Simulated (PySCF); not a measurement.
Simulated absorption spectrum

Compound: CH₄BClO.
InChI=1S/CH4BClO/c1-4-2-3/h2H,1H3

Computed with TDDFT B3LYP/def2-SVPD, vertical, gas phase, core orbitals frozen in the response in PySCF. Isolated species at its PBE0-D3(BJ)/def2-SVP geometry (one conformer only). Torsions of this conformer, `[CH3:1][O:2][BH:3][Cl:4]`: C1–O2–B3–Cl4 0°.

Each state is given a Gaussian of 0.5 eV full width at half maximum, with ε(max) = 2.175×10⁸ f / Δν̃ (Δν̃ the width in cm⁻¹). The width is an assumption, not a result. The curve ends short of the highest state used, and states not computed would add to its high-energy end.

E (eV), ε (L mol⁻¹ cm⁻¹) and a bar:
```
     6.04          0 
     6.09          1 
     6.14          2 
     6.20          5 
     6.25          9 
     6.31         17 
     6.36         28 
     6.42         48 
     6.47         69 
     6.52         96 
     6.58        132 #
     6.63        161 #
     6.69        192 #
     6.74        210 #
     6.79        220 #
     6.85        223 #
     6.90        225 #
     6.96        243 #
     7.01        290 #
     7.06        390 ##
     7.12        617 ###
     7.17        929 ####
     7.23       1486 #######
     7.28       2114 ##########
     7.34       3038 ##############
     7.39       3893 ##################
     7.44       4740 ######################
     7.50       5613 ##########################
     7.55       6118 #############################
     7.61       6379 ##############################
     7.66       6308 ##############################
     7.71       6031 ############################
     7.77       5549 ##########################
     7.82       5136 ########################
     7.88       4737 ######################
     7.93       4523 #####################
     7.99       4395 #####################
     8.04       4355 ####################
     8.09       4338 ####################
     8.15       4323 ####################
     8.20       4332 ####################
     8.26       4435 #####################
     8.31       4665 ######################
     8.36       5077 ########################
```

(1) Where are the band maxima, and which computed states make them?

(2) On this curve, what absorbance would a 10⁻⁵ mol/L sample give at 193 nm over a 1 cm path?

(3) Coming from long wavelengths, where does ε first pass 100 L mol⁻¹ cm⁻¹?

Answers

(1) 163 nm (7.62 eV), ε about 6400, made up of S3 (94%) (ε in L mol⁻¹ cm⁻¹; maxima over ε = 5, shares over 10%). At its high-energy end, 8.36 eV, the curve is still rising (ε about 5100, from S5, S6 and S7). The states used: S1 6.79 eV (f 0.0039); S2 7.30 eV (f 0.0016); S3 7.59 eV (f 0.112); S4 8.02 eV (f 0.032); S5 8.16 eV (f 0.040); S6 8.53 eV (f 0.034); S7 8.69 eV (f 0.090); S8 8.76 eV (f 0.053); S9 8.77 eV (f 0.0013); S10 8.96 eV (f 0.011).

(2) 193 nm is 6.424 eV, where ε is about 49 L mol⁻¹ cm⁻¹, so A = ε c l ≈ 0.00049 (Beer–Lambert, with the gas-phase spectrum and the assumed width).

(3) At about 190 nm (6.53 eV), 0.26 eV below S1.

All these states lie below the vertical ionisation energy of 11.27 eV (ΔSCF).
